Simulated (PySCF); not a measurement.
## Electronic structure of [Mn(OH)6]2-

[Mn(OH)6]2-: Mn(IV) (d3), charge -2. The structure is a model geometry with rigid ligands and bond lengths from ionic radii, not a minimum; coordination octahedral, point group S6, metal–donor distances 1.86 Å.

```
13

Mn    0.000    0.000    0.000
O     0.000    0.000    1.860
H     0.800    0.000    2.400
O     0.000    0.000   -1.860
H    -0.800    0.000   -2.400
O     1.860    0.000    0.000
H     2.400    0.800    0.000
O    -1.860    0.000    0.000
H    -2.400   -0.800    0.000
O     0.000    1.860    0.000
H     0.000    2.400    0.800
O     0.000   -1.860    0.000
H     0.000   -2.400   -0.800
```

Method (PySCF 2.14, density fitting): CASSCF(3,5) with orbitals averaged over all microstates of the shell, strongly contracted NEVPT2 on the averaged canonical orbitals; basis x2c-TZVPall on the metal, x2c-SVPall elsewhere; spin-free X2C; IEF-PCM water; spin-orbit coupling by state interaction with the mean-field operator over all roots.

Spin-free states:

```csv
2S+1,deg.,symmetry,cubic parent,free-ion term,CASSCF / cm⁻¹,NEVPT2 / cm⁻¹,f(ED)
4,1,4Ag,4A2g 0.99,4F 1.00,0,0,–
2,2,2Eg,2Eg 0.94,2G 0.61,20436,18868,–
2,2,2Eg,2T1g 0.94,2G 0.42,21469,19717,–
2,1,2Ag,2T1g 0.99,2G 0.39,21864,20093,–
2,1,2Ag,2T2g 0.99,2D 0.51,30184,28140,–
4,2,4Eg,4T2g 0.99,4F 1.00,22910,29324,0
2,2,2Eg,2T2g 0.99,2D 0.48,31228,29452,–
4,1,4Ag,4T2g 0.97,4F 1.00,23192,29589,0
4,1,4Ag,4T1g 0.99,4F 0.59,32158,37330,0
4,2,4Eg,4T1g 1.00,4P 0.50,33316,38339,0
2,1,2Ag,2A1g 0.98,2G 1.00,39461,44464,–
2,2,2Eg,2T2g 0.98,2G 0.58,41043,45669,–
2,1,2Ag,2T2g 0.99,2G 0.49,41530,46176,–
2,1,2Ag,2T1g 0.98,2H 0.55,42762,47254,–
2,2,2Eg,2T1g 0.97,2H 0.60,43146,47621,–
2,2,2Eg,2Eg 0.97,2D 0.50,45773,49397,–
2,1,2Ag,2T1g 0.99,2H 0.35,48468,52021,–
2,2,2Eg,2T1g 0.99,2P 0.39,49112,52525,–
2,2,2Eg,2T2g 0.98,2F 0.55,57399,58176,–
2,1,2Ag,2T2g 0.99,2F 0.62,57630,58381,–
2,1,2Ag,2A2g 0.97,2F 0.99,59898,59985,–
4,2,4Eg,4T1g 1.00,4F 0.50,51371,60410,0
4,1,4Ag,4T1g 0.99,4P 0.58,53507,62393,0
2,1,2Ag,2T2g 0.98,2G 0.30,66228,73125,–
2,2,2Eg,2Eg 0.96,2D 0.63,72564,73776,–
2,2,2Eg,2T2g 0.95,2H 0.26,67069,73783,–
2,2,2Eg,2T1g 0.93,2H 0.63,64644,74182,–
2,1,2Ag,2T1g 0.98,2H 0.69,65417,74924,–
2,2,2Eg,2T1g 0.97,2F 0.67,74656,80019,–
2,1,2Ag,2T1g 0.98,2F 0.70,74956,80223,–
2,2,2Eg,2T2g 0.92,2D 0.80,93784,93520,–
2,1,2Ag,2T2g 1.00,2D 0.84,95255,94654,–
2,2,2Eg,2Eg 0.91,2D 0.67,97802,103737,–
```

Energies are counted from the ground state at NEVPT2 level. Weights follow the labels. f(ED) is the electric-dipole oscillator strength from the ground state at the fixed geometry, without vibronic coupling; occupations, where given, run over the ligand-field orbitals from the lowest.

Ligand-field fit:

| cm⁻¹ | CASSCF |
| --- | --- |
| 10Dq | 22317 |
| B | 1016 |
| B, free ion | 1329 |
| C | 3944 |
| C, free ion | 5009 |
| rms of the fit | 760 |

| orbital | CASSCF / cm⁻¹ | metal share | main function |
| --- | --- | --- | --- |
| 1 | 0 | 0.94 | degenerate set |
| 2 | 0 | 0.94 | degenerate set |
| 3 | 652 | 0.93 | xy 0.33 |
| 4 | 22535 | 0.78 | degenerate set |
| 5 | 22535 | 0.78 | degenerate set |

ζ = 344 cm⁻¹, against 412 for the free ion.

## Spin-orbit levels

| E / cm⁻¹ | deg. | make-up | g (S′ = 1/2) |
| --- | --- | --- | --- |
| 0.0 | 2 | 1.00 4Ag | 1.98 3.96 3.96 |
| 1.3 | 2 | 1.00 4Ag | 0.00 0.00 5.94 |
| 18840.6 | 2 | 1.00 2Eg | 0.20 0.20 0.30 |
| 18861.5 | 2 | 0.99 2Eg | 0.00 0.00 3.27 |
| 19659.7 | 2 | 0.99 2Eg | 0.00 0.00 2.98 |
| 19755.1 | 2 | 0.98 2Eg | 0.58 0.58 1.35 |
| 20091.6 | 2 | 0.98 2Ag | 1.62 1.62 1.91 |
| 28122.6 | 2 | 0.97 2Ag | 1.83 1.83 2.00 |
| 29192.1 | 2 | 0.44 2Eg + 0.41 4Eg + 0.14 4Ag | 0.00 0.00 2.09 |
| 29197.6 | 2 | 0.77 4Eg + 0.12 2Eg + 0.10 4Ag | 0.83 2.66 2.66 |

Only the lowest levels are listed: 20 of 120 states.

Magnetism:

The ground multiplet follows a spin Hamiltonian with S = 3/2, g = 1.978, 1.978, 1.980, D = 0.66 cm⁻¹, E/|D| = 0.00 (spin-orbit part alone); the lowest levels hold 100 % of the spin-free ground state. μeff is 3.84 μB at 300 K and 3.83 μB at 10 K; the spin-only value is 3.88 μB.

```json
{"T / K": "2", "χT / cm³ K mol⁻¹": "1.786", "μeff / μB": "3.78", "χT along axes a, b, c": "1.19 2.08 2.08"}
{"T / K": "5", "χT / cm³ K mol⁻¹": "1.827", "μeff / μB": "3.82", "χT along axes a, b, c": "1.57 1.96 1.96"}
{"T / K": "10", "χT / cm³ K mol⁻¹": "1.834", "μeff / μB": "3.83", "χT along axes a, b, c": "1.70 1.90 1.90"}
{"T / K": "20", "χT / cm³ K mol⁻¹": "1.836", "μeff / μB": "3.83", "χT along axes a, b, c": "1.77 1.87 1.87"}
{"T / K": "30", "χT / cm³ K mol⁻¹": "1.837", "μeff / μB": "3.83", "χT along axes a, b, c": "1.79 1.86 1.86"}
{"T / K": "50", "χT / cm³ K mol⁻¹": "1.838", "μeff / μB": "3.83", "χT along axes a, b, c": "1.81 1.85 1.85"}
{"T / K": "75", "χT / cm³ K mol⁻¹": "1.839", "μeff / μB": "3.83", "χT along axes a, b, c": "1.82 1.85 1.85"}
{"T / K": "100", "χT / cm³ K mol⁻¹": "1.840", "μeff / μB": "3.84", "χT along axes a, b, c": "1.83 1.85 1.85"}
{"T / K": "150", "χT / cm³ K mol⁻¹": "1.842", "μeff / μB": "3.84", "χT along axes a, b, c": "1.84 1.85 1.85"}
{"T / K": "200", "χT / cm³ K mol⁻¹": "1.844", "μeff / μB": "3.84", "χT along axes a, b, c": "1.84 1.85 1.85"}
{"T / K": "250", "χT / cm³ K mol⁻¹": "1.846", "μeff / μB": "3.84", "χT along axes a, b, c": "1.84 1.85 1.85"}
{"T / K": "300", "χT / cm³ K mol⁻¹": "1.848", "μeff / μB": "3.84", "χT along axes a, b, c": "1.85 1.85 1.85"}
```

Axes in the frame of the coordinates: a = (-0.58, -0.58, -0.58); b = (0.14, 0.63, -0.77); c = (0.81, -0.52, -0.28).

Powder magnetisation at 2 K: 0.78 μB at 0.5 T, 1.43 μB at 1 T, 2.24 μB at 2 T, 2.61 μB at 3 T, 2.87 μB at 5 T, 2.94 μB at 7 T.

Charge-transfer states lie outside this active space and may come lower than some of these levels. NEVPT2 lifts 4Eg (from 4T2g) from 22910 to 29324 cm⁻¹; on the d shell alone it tends to overshoot states that fill the eg-type orbitals. An active orbital has only 0.70 squared overlap with the free ion's shell, so the metal shell alone is a small active space here. NEVPT2 on the d shell alone tends to put d–d bands too high for such charged or covalently bound ions.

The job took 13 s on one thread of Arm Neoverse V2 (shared host), with 162 basis functions, launched as `OMP_NUM_THREADS=1 python lf_run.py task.json out`.
